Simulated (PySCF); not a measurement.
# [Ti(H2O)5]2+: what the settings change

The complex [Ti(H2O)5]2+ (charge +2) contains Ti(II), shell d2. The structure is a PBE0-D3(BJ)/def2-SVP, IEF-PCM water geometry optimised for multiplicity 3; coordination trigonal bipyramidal, point group C1, metal–donor distances 2.08–2.20 Å.

```
16

Ti    0.000    0.000    0.000
O     0.071   -0.005    2.202
H     0.074    0.828    2.695
H    -0.465   -0.606    2.738
O    -0.014   -0.010   -2.176
H     0.485    0.628   -2.706
H    -0.045   -0.819   -2.705
O    -1.010    1.824    0.041
H    -1.225    2.360   -0.736
H    -1.222    2.356    0.821
O    -1.003   -1.832    0.035
H    -1.335   -2.287    0.823
H    -1.409   -2.270   -0.727
O     2.073   -0.009    0.118
H     2.595   -0.058    0.931
H     2.694    0.009   -0.625
```

Method (PySCF 2.14, density fitting): CASSCF(2,5) with orbitals averaged over all microstates of the shell, strongly contracted NEVPT2 on the averaged canonical orbitals; basis x2c-TZVPall on the metal, x2c-SVPall elsewhere; spin-free X2C; IEF-PCM water; spin-orbit coupling by state interaction with the mean-field operator over all roots.

Base run: NEVPT2 ground state a 2S+1 = 3 state (95 % 3F), next a 2S+1 = 3 state (99 % 3F) at 5238, then a 2S+1 = 3 state (99 % 3F) at 5383 cm⁻¹, B(CASSCF) 817, ζ 114 cm⁻¹, D 2.63 cm⁻¹, g 1.924 1.929 2.000, μeff(300 K) 2.85 μB.

Question: What happens with the basis x2c-TZVPall on all atoms?

Answer: NEVPT2 ground state a 2S+1 = 3 state (95 % 3F), next a 2S+1 = 3 state (99 % 3F) at 5067, then a 2S+1 = 3 state (99 % 3F) at 5201 cm⁻¹, B(CASSCF) 816, ζ 114 cm⁻¹, D 2.71 cm⁻¹, g 1.921 1.927 2.000, μeff(300 K) 2.85 μB. It took 25 s against 12 s on a shared host of the same kind.

Question: What happens with orbitals averaged over the highest spin alone?

Answer: NEVPT2 ground state a 2S+1 = 3 state (95 % 3F), next a 2S+1 = 3 state (99 % 3F) at 5229, then a 2S+1 = 3 state (99 % 3F) at 5374 cm⁻¹, B(CASSCF) 827, ζ 116 cm⁻¹, D 2.71 cm⁻¹, g 1.923 1.928 2.000, μeff(300 K) 2.85 μB.

The geometry optimisation stopped short of its thresholds.
